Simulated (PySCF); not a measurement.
## CaHg: frontier orbitals

M06-2X at R = 3.898 Å; Ca def2-SVP, Hg def2-SVP with ECP60; scalar-relativistic core potentials (PySCF 2.14). State: ¹Σ⁺ (singlet), closed shell. Only the outer orbitals are listed, counted within each symmetry, core potentials removing the inner ones.

| orbital | occ. | ε (eV) | on Ca (%) | main shells (%) |
| --- | --- | --- | --- | --- |
| 8σ | 2 | -13.76 | 0 | 100 Hg d |
| 4π | 2 | -13.74 | 0 | 100 Hg d |
| 4π | 2 | -13.74 | 0 | 100 Hg d |
| 1δ | 2 | -13.72 | 0 | 100 Hg d |
| 1δ | 2 | -13.72 | 0 | 100 Hg d |
| 9σ | 2 | -8.43 | 4 | 95 Hg s |
| 10σ | 2 | -4.87 | 94 | 94 Ca s |
| 11σ | 0 | -0.40 | 48 | 52 Hg p, 39 Ca p |
| 5π | 0 | -0.21 | 51 | 48 Hg p, 38 Ca p, 14 Ca d |
| 5π | 0 | -0.21 | 51 | 48 Hg p, 38 Ca p, 14 Ca d |

Problem. Which are the highest filled and the lowest empty level, where do they sit, and how wide is the gap?

Solution. Highest filled 10σ at -4.87 eV (in %: 94 Ca s); lowest empty 11σ at -0.40 eV (in %: 52 Hg p, 39 Ca p); the gap at M06-2X is 4.47 eV.

```json
{
 "bond order (Mayer)": "0.16",
 "⟨S²⟩": "0.000",
 "charge on Ca (Mulliken, basis-dependent)": "0.02",
 "charge on Ca (Löwdin, basis-dependent)": "0.01",
 "dipole moment (positive dipole means Ca(−)Hg(+))": "0.12 D"
}
```

Closed-shell solutions of metal pairs were not tested for spin polarisation, which can lower them a little. Spin–orbit coupling is left out.
